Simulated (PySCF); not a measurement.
**C₆ coefficients of unlike pairs at PBE0**

Calculated with PySCF 2.14 from the dipole response of each species, C₆(A,B) = (3/π) ∫ α_A(iu) α_B(iu) du, in atomic units, from isotropic polarisabilities. For ions this is the dispersion term alone; charge-induced terms of lower order in 1/R come first.

| species | configuration | basis | relativity | α (bohr³) | C₆ (like pair) |
| --- | --- | --- | --- | --- | --- |
| S²⁺ | [Ne] 3s2 3p2 (3P) | aug-cc-pVDZ-DK (5s4p2d) | spin-free X2C | 7.263 | 26.40 |
| Ti³⁺ | [Ar] 3d1 (2D) | aug-cc-pVTZ-DK (8s7p5d3f2g) | spin-free X2C | 2.267 | 5.765 |
| Hg⁺ | [Xe] 4f14 5d10 6s1 (2S) | def2-TZVPPD with the def2 core potential (60 electrons) (6s6p3d2f1g) | core potential | 18.48 | 126.6 |
| Fe³⁺ | [Ar] 3d5 (6S) | aug-cc-pwCVTZ-DK (10s9p7d4f3g) | spin-free X2C | 1.862 | 4.568 |

Problem. Estimate C₆ for Ti³⁺ with S²⁺.

Solution. The integral gives 11.30. The combination rule 2 C_A C_B / (C_A α_B/α_A + C_B α_A/α_B) gives 11.40 and the geometric mean 12.34.

No spin-orbit coupling is included.

The other pairs:

```
      pair     C₆
 Fe³⁺, Hg⁺  21.76
Fe³⁺, Ti³⁺  5.098
 Fe³⁺, S²⁺  9.646
  Hg⁺, S²⁺  57.07
 Hg⁺, Ti³⁺  25.17
```
